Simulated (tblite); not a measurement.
Compound: C3H5NOSSi.
Geometry (GFN2-xTB, Å), atoms numbered from 1 in this order:
```
atom  x, y, z in Å
Si1   -2.4157    0.0894    0.0101
S2    -1.0499    0.3421    1.6914
C3     0.3422    0.0774    0.7200
C4     1.7195    0.0707    1.0722
C5     2.3371   -0.1918   -0.1094
O6     1.4390   -0.3329   -1.0878
N7     0.1941   -0.1635   -0.5612
H8    -2.1272    1.1543   -0.9319
H9    -3.6918    0.2911    0.6934
H10   -2.2580   -1.2741   -0.4595
H11    2.1432    0.2355    2.0386
H12    3.3686   -0.2989   -0.3815
```

All values are computed: GFN2-xTB (tblite) harmonic vibrations without scaling, gas phase. This tight-binding method is rough: wavenumbers can miss measured ones by several per cent, in bad cases by 10 to 20. Modes of hydrogen on silicon can be 10 to 20 % off. One conformer, not necessarily the lowest.

Harmonic wavenumbers (cm⁻¹): 77.4, 106.5, 226.8, 276.8, 298.7, 481.0, 491.1, 550.3, 586.0, 597.9, 639.7, 724.1, 780.0, 781.6, 809.7, 816.3, 869.3, 953.2, 1006.7, 1034.3, 1108.3, 1202.6, 1358.9, 1413.3, 1534.8, 2283.6, 2361.5, 2372.1, 3169.3, 3215.5.

A = 4249, B = 1314, C = 1016 MHz; mass 130.986 u (most abundant isotopes); point group Cs, symmetry number 1.

**Question.** What is the zero-point energy?

**Answer.** ½Σν̃ = 16064 cm⁻¹ = 192.16 kJ/mol.

**Question.** Entropy at 350 K, 1 bar (ideal gas, RRHO, classical rotation)?

**Answer.** Translation 172.99, rotation 120.95, vibration 87.50: S = 381.4 J/(mol K).

**Question.** And Cp and H(350 K) − H(0)?

**Answer.** Cp = 140.00 J/(mol K), of which vibrations give 106.74 (their classical limit is 30 R = 249.4); H(350 K) − H(0) = 29.05 kJ/mol without the zero-point energy, 17.41 from vibrations.

**Question.** What must be added to the electronic energy to get the Gibbs energy at 350 K and 1 bar?

**Answer.** ZPE + [H(350 K) − H(0)] − T·S = 192.16 + 29.05 − 133.50 = 87.71 kJ/mol.

**Question.** How do the functions run with temperature in this model?

**Answer.** 
| T (K) | S (J/(mol K)) | Cp (J/(mol K)) | H − H(0) (kJ/mol) | G − H(0) (kJ/mol) | ln q(vib) |
| --- | --- | --- | --- | --- | --- |
| 150 | 294.7 | 72.5 | 7.60 | -36.60 | 1.38 |
| 250 | 339.9 | 107.8 | 16.60 | -68.37 | 2.88 |
| 298.15 | 360.3 | 124.1 | 22.19 | -85.22 | 3.67 |
| 400 | 401.0 | 153.5 | 36.39 | -124.02 | 5.40 |
| 600 | 471.3 | 192.4 | 71.32 | -211.46 | 8.88 |
| 900 | 556.2 | 225.3 | 134.50 | -366.12 | 13.80 |

q(vib) and H(0) count from the zero-point level.

**Question.** Blend soft modes into free rotors: weight 1/[1 + (100 cm⁻¹/ν̃)⁴] for the oscillator and the rest for a rotor with moment μB/(μ + B), μ = h/(8π²ν), B = 10⁻⁴⁴ kg m². What vibrational entropy results?

**Answer.** 83.19 J/(mol K) in place of 87.50, which changes −T·S at 350 K by +1.51 kJ/mol.

Hindered rotation and anharmonicity are outside this model. Other conformers, if any are populated, would add a mixing term that is left out.
